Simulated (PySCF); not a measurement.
C2H9NSi, SMILES C[SiH](C)N.

The structure is a stationary point at PBE-D3(BJ)/def2-SVP. One conformer was computed; it need not be the lowest.

Method: PBE-D3(BJ)/def2-SVP in PySCF.

Frequencies are harmonic and unscaled.

| mode | ν (cm⁻¹) | IR (km/mol) | moving atoms (share of kinetic energy) |
|---|---|---|---|
| 1 | 145 | 0.2 | H 98 % |
| 2 | 152 | 14.2 | H 82 %, C 10 % |
| 3 | 165 | 0.4 | H 95 % |
| 4 | 201 | 2.8 | H 43 %, C 37 %, Si 12 % |
| 5 | 240 | 4.5 | H 41 %, Si 20 %, N 20 %, C 19 % |
| 6 | 262 | 11.3 | H 47 %, Si 23 %, N 19 %, C 11 % |
| 7 | 433 | 189.2 | H 74 %, N 25 % |
| 8 | 584 | 8.2 | H 95 % |
| 9 | 616 | 3.1 | C 55 %, H 28 %, Si 9 % |
| 10 | 663 | 9.7 | H 79 %, C 17 % |
| 11 | 672 | 9.8 | H 57 %, C 30 %, Si 12 % |
| 12 | 736 | 57.5 | H 50 %, C 25 %, Si 21 % |
| 13 | 775 | 1.9 | H 49 %, N 31 %, C 12 % |
| 14 | 827 | 41.5 | H 65 %, C 19 %, Si 11 % |
| 15 | 860 | 73.0 | H 59 %, Si 18 %, N 14 %, C 9 % |
| 16 | 881 | 131.8 | H 72 %, Si 15 %, C 9 % |
| 17 | 907 | 166.9 | H 70 %, Si 19 % |
| 18 | 1210 | 31.8 | H 77 %, C 22 % |
| 19 | 1217 | 20.4 | H 79 %, C 21 % |
| 20 | 1378 | 0.2 | H 95 % |
| 21 | 1378 | 1.0 | H 96 % |
| 22 | 1386 | 2.9 | H 96 % |
| 23 | 1392 | 6.5 | H 96 % |
| 24 | 1500 | 30.8 | H 90 %, N 10 % |
| 25 | 2141 | 152.0 | H 97 % |
| 26 | 2963 | 5.7 | H 97 % |
| 27 | 2973 | 3.9 | H 97 % |
| 28 | 3059 | 6.8 | H 91 %, C 9 % |
| 29 | 3065 | 9.4 | H 91 %, C 9 % |
| 30 | 3066 | 8.1 | H 91 %, C 9 % |
| 31 | 3083 | 4.7 | H 91 %, C 9 % |
| 32 | 3471 | 10.0 | H 96 % |
| 33 | 3563 | 12.0 | H 92 %, N 8 % |
